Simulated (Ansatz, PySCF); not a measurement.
Ge(H)2(Br)(Me) (CH5BrGe), SMILES [CH3][GeH2][Br]. Atoms are numbered in the order given.

```xyz
8

Ge    -0.3570    -0.8488     0.2756
C     -2.2134    -0.2868     0.2886
Br     0.9130     0.9776    -0.3502
H     -0.0819    -1.9488    -0.7576
H      0.1396    -1.2707     1.6644
H     -2.3476     0.5443     0.9960
H     -2.8633    -1.1227     0.5908
H     -2.5094     0.0517    -0.7149
```
Charge 0, spin multiplicity 1.

Geometry optimised at ωB97X-D3(BJ)/def2-SVP.

Two levels are set side by side: PBE-D3(BJ)/def2-SVP (Ansatz, a quantum-chemistry and plane-wave program) and ωB97X-D3(BJ)/def2-SVP (PySCF). Each level has its own optimised geometry; the coordinates shown are those of the second. Frequencies come from the Hessian of PySCF at each geometry. Differences are taken from unrounded values.

```json
[
 {"quantity": "mean bond length (Å)", "ωB97X-D3(BJ)": "1.517", "PBE-D3(BJ)": "1.532", "PBE-D3(BJ) minus ωB97X-D3(BJ)": "0.015"},
 {"quantity": "bond Ge1–C2 (Å)", "ωB97X-D3(BJ)": "1.940", "PBE-D3(BJ)": "1.957", "PBE-D3(BJ) minus ωB97X-D3(BJ)": "0.018"},
 {"quantity": "bond Ge1–Br3 (Å)", "ωB97X-D3(BJ)": "2.311", "PBE-D3(BJ)": "2.341", "PBE-D3(BJ) minus ωB97X-D3(BJ)": "0.030"},
 {"quantity": "bond Ge1–H4 (Å)", "ωB97X-D3(BJ)": "1.534", "PBE-D3(BJ)": "1.551", "PBE-D3(BJ) minus ωB97X-D3(BJ)": "0.017"},
 {"quantity": "bond Ge1–H5 (Å)", "ωB97X-D3(BJ)": "1.534", "PBE-D3(BJ)": "1.551", "PBE-D3(BJ) minus ωB97X-D3(BJ)": "0.017"},
 {"quantity": "bond C2–H6 (Å)", "ωB97X-D3(BJ)": "1.100", "PBE-D3(BJ)": "1.106", "PBE-D3(BJ) minus ωB97X-D3(BJ)": "0.007"},
 {"quantity": "bond C2–H7 (Å)", "ωB97X-D3(BJ)": "1.101", "PBE-D3(BJ)": "1.108", "PBE-D3(BJ) minus ωB97X-D3(BJ)": "0.007"},
 {"quantity": "bond C2–H8 (Å)", "ωB97X-D3(BJ)": "1.100", "PBE-D3(BJ)": "1.106", "PBE-D3(BJ) minus ωB97X-D3(BJ)": "0.007"},
 {"quantity": "highest harmonic wavenumber (cm⁻¹)", "ωB97X-D3(BJ)": "3199", "PBE-D3(BJ)": "3109", "PBE-D3(BJ) minus ωB97X-D3(BJ)": "-89"},
 {"quantity": "mean harmonic wavenumber (cm⁻¹)", "ωB97X-D3(BJ)": "1317", "PBE-D3(BJ)": "1259", "PBE-D3(BJ) minus ωB97X-D3(BJ)": "-58"},
 {"quantity": "zero-point energy (kcal/mol)", "ωB97X-D3(BJ)": "33.88", "PBE-D3(BJ)": "32.39", "PBE-D3(BJ) minus ωB97X-D3(BJ)": "-1.50"}
]
```

GGA bonds tend to be longer and softer than those of functionals with exact exchange. Differences between two approximate levels are no errors against the true value.
